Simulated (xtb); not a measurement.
F6Nb (SMILES [F][Nb-]([F])([F])([F])([F])[F]), charge -1, singlet, geometry from GFN2-xTB (such geometries of metal compounds can be far from the true shape). Base run: xtb with GFN0-xTB.

Here is a job for xtb.
```
$ xtb mol.xyz --gfn 0 --chrg -1 --json

# file mol.xyz
7

Nb     0.00000000     0.00000000    -0.00000000
F      1.11527446    -0.47737769    -1.40718583
F     -1.11527446     0.47737769     1.40718583
F     -1.17152260     0.79987238    -1.19984896
F     -0.91410953    -1.60754884    -0.17913416
F      0.91410953     1.60754884     0.17913416
F      1.17152260    -0.79987238     1.19984896
```

Each row names what was changed in the base input (with any setting that the change needs).

```json
[
 {"change": "base", "ΔE vs base (mEh)": "0.000", "HOMO-LUMO gap (eV)": "4.49"},
 {"change": "acc = 30", "ΔE vs base (mEh)": "0.000", "HOMO-LUMO gap (eV)": "4.49"},
 {"change": "etemp = 10", "ΔE vs base (mEh)": "0.000", "HOMO-LUMO gap (eV)": "4.49"},
 {"change": "etemp = 5000", "ΔE vs base (mEh)": "…", "HOMO-LUMO gap (eV)": "4.49"},
 {"change": "acc = 0.1", "ΔE vs base (mEh)": "0.000", "HOMO-LUMO gap (eV)": "4.49"}
]
```

Problem. Complete the blanks.

Solution. 
- etemp = 5000, ΔE vs base (mEh): -2.357
